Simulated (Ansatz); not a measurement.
RhF, multiplicity 3 (lowest of 2S+1 = 1, 3, 5 at CCSD(T)/def2-TZVPP on PBE0 minima; our sources give no spin for the ground state, which may be another), most abundant isotopes (102.9055 and 18.9984 u). Constants from fifth-degree fits in 1/R to seven points on the lowest solution found; no spin–orbit coupling, no relativity up to Kr; ω_e x_e and α_e move by some per cent with the fit.

Correlated levels freeze the inner cores; with def2 sets outer-core shells near the valence are correlated too.

Codes used: Ansatz (a quantum-chemistry and plane-wave program). Values without a source in brackets are computed. In def2 rows elements past Kr take small-core potentials, without spin–orbit coupling.

```
level               r_e (Å)  ω_e (cm⁻¹)  ω_e x_e (cm⁻¹)  α_e (cm⁻¹)
------------------  -------  ----------  --------------  ----------
PBE/def2-TZVPP       1.8963       546.8            2.99     0.00228
CCSD(T)/def2-TZVPP   1.9371       552.1            2.77     0.00198
```

Task: Derive the rotational constants, the centrifugal constant, the fundamental, the zero-point energy and the force constant.

Result: 
μ = 16.03755 u.
- PBE/def2-TZVPP: B_e = 16.8576/(μ r_e²) = 0.29230 cm⁻¹; B₀ = B_e − α_e/2 = 0.29116 cm⁻¹; D = 4B_e³/ω_e² = 3.34e-07 cm⁻¹; fundamental ω_e − 2ω_e x_e = 541 cm⁻¹; zero-point energy ω_e/2 − ω_e x_e/4 = 273 cm⁻¹; k = μ(2πcω_e)² = 283 N/m
- CCSD(T)/def2-TZVPP: B_e = 16.8576/(μ r_e²) = 0.28013 cm⁻¹; B₀ = B_e − α_e/2 = 0.27914 cm⁻¹; D = 4B_e³/ω_e² = 2.88e-07 cm⁻¹; fundamental ω_e − 2ω_e x_e = 547 cm⁻¹; zero-point energy ω_e/2 − ω_e x_e/4 = 275 cm⁻¹; k = μ(2πcω_e)² = 288 N/m
